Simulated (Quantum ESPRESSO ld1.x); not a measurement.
The numbers below are computed, except where a source is named.
Problem. The indium ion In2+, configuration [Kr] 4d10 5s1. Level of theory: Dirac Kohn-Sham, PW91, spin-unpolarised, spherical densities, point nucleus (ld1.x of Quantum ESPRESSO 7.5).

Spin-orbit splittings of the eigenvalues, e(l+1/2) - e(l-1/2), with zeta = 2 splitting/(2l+1) and mean radii in bohr:

| shell | occ. | splitting (eV) | zeta (eV) | <r> j=l-1/2 | <r> j=l+1/2 |
|---|---|---|---|---|---|
| 2p | 6 | ? | ? | 0.1084 | 0.1137 |
| 3p | 6 | 38.10 | 25.40 | 0.3394 | 0.3505 |
| 3d | 10 | 7.807 | 3.123 | 0.3223 | 0.3258 |
| 4p | 6 | 6.665 | 4.443 | 0.9008 | 0.9310 |
| 4d | 10 | 0.8748 | 0.3499 | 1.156 | 1.171 |
| 5p | 0 | 0.5806 | 0.3870 | 2.795 | 2.882 |

Estimate the 2p splitting.

Solution. 211.0 eV (zeta = 140.6 eV).
